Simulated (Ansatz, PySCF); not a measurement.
Gas-phase reaction (SMILES): Br[Si](Br)(Br)Br [tetrabromosilane] + O (H2O) -> O[Si](Br)(Br)Br [tribromo(hydroxy)silane] + Br (HBr); water cleaves one Si-Br bond, a model of a ligand-exchange step.

Structures are relaxed separately at B3LYP-D3(BJ)/def2-TZVP in Ansatz (a first-principles code), one conformer each, not searched for the lowest. Correlated levels leave the core frozen unless marked. No spin-orbit coupling. Frozen are the shells of the preceding noble gas and the d and f shells that filled before the atom's block. Non-relativistic. Basis-set limits of correlation are two-point, X^-3; Hartree-Fock from the larger set. Thermal terms are rigid-rotor harmonic-oscillator values from B3LYP-D3(BJ) frequencies (Ansatz or PySCF) at 298.15 K and 1 atm. 1 Eh = 627.5095 kcal/mol.

```tsv
species	E, CCSD(T)/CBS(def2-TZVPPD,def2-QZVPPD) (Ansatz) (Eh)	E, PBE/def2-TZVPD (Ansatz) (Eh)	H - E (Eh)
Br[Si](Br)(Br)Br	-10579.99808	-10584.63253	0.01367
O (H2O)	-76.37558	-76.38111	0.02495
O[Si](Br)(Br)Br	-8083.09746	-8086.64892	0.02646
Br (HBr)	-2573.28305	-2574.36895	0.00927
```

Problem. Work out ΔE and ΔH at 298.15 K at the first level, then ΔH at the second.

Solution. 
1. ΔE = [(-8083.09746) + (-2573.28305)] - [(-10579.99808) + (-76.37558)] = -0.00685 Eh = -4.3 kcal/mol at CCSD(T)/CBS(def2-TZVPPD,def2-QZVPPD).
2. The terms H - E add up to -0.00289 Eh, so ΔH = (-0.00685 + (-0.00289))×627.5095 = -6.1 kcal/mol.
3. At PBE/def2-TZVPD the same steps give ΔE = -2.7 and ΔH = -4.5 kcal/mol, a shift of +1.6 from the first level.
4. These values are not checked against measurement here, since the tables used lack a sound gas-phase enthalpy of formation for at least one species.
